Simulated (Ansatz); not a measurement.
Pulling on the B1–Br3 bond in BBr2H (SMILES BrBBr) (multiplicity 1 held, fragments rigid). Energies count from the point at 1.902 Å.
Geometry at that point (charge 0, multiplicity 1):
```xyz
4

B     -0.623    -0.381    -0.413
H     -1.500    -0.917    -0.993
Br    -0.328     1.478    -0.688
Br     0.460    -1.397     0.775
```

Restricted levels (R-, RO-) in cc, def2 and unpolarised 6-31G sets keep to the state of the molecule at rest. U- levels take the lowest unrestricted solution at each point, which mixes spins at long bonds. Active spaces are followed from a long bond inwards. Curves can end on different states.

Cores are frozen in the correlated methods. Filled d and f shells under p-block atoms count as core.

The values were computed with Ansatz (an electronic-structure program). Values without a source in brackets are computed.

```tsv
level	energy at R = 6.086 Å (kJ/mol)
R-PBE/cc-pVTZ	484.1
U-PBE/cc-pVTZ	431.3
R-r2SCAN/cc-pVTZ	516.3
U-r2SCAN/cc-pVTZ	433.3
R-wB97X-V/cc-pVTZ	666.4
U-MP2/cc-pVTZ	(withheld)
SC-NEVPT2 on CASSCF(6,4)/cc-pVTZ	(withheld)
FIC-NEVPT4(SD) on CASSCF(6,4)/cc-pVTZ	435.6
FIC-MRCISD+Q on CASSCF(6,4)/cc-pVTZ	433.5
```

Q: Fill in the missing entries.

A: 
- U-MP2/cc-pVTZ, energy at R = 6.086 Å (kJ/mol): 456.6
- SC-NEVPT2 on CASSCF(6,4)/cc-pVTZ, energy at R = 6.086 Å (kJ/mol): 447.0

Doubts at one or more of the structures used: a restricted determinant that unrestricted orbitals would lower (R-PBE/cc-pVTZ, R-r2SCAN/cc-pVTZ, R-wB97X-V/cc-pVTZ); a spin-contaminated determinant (U-PBE/cc-pVTZ, U-r2SCAN/cc-pVTZ, U-MP2/cc-pVTZ); active orbitals that take no part (SC-NEVPT2 on CASSCF(6,4)/cc-pVTZ, FIC-NEVPT4(SD) on CASSCF(6,4)/cc-pVTZ, FIC-MRCISD+Q on CASSCF(6,4)/cc-pVTZ).
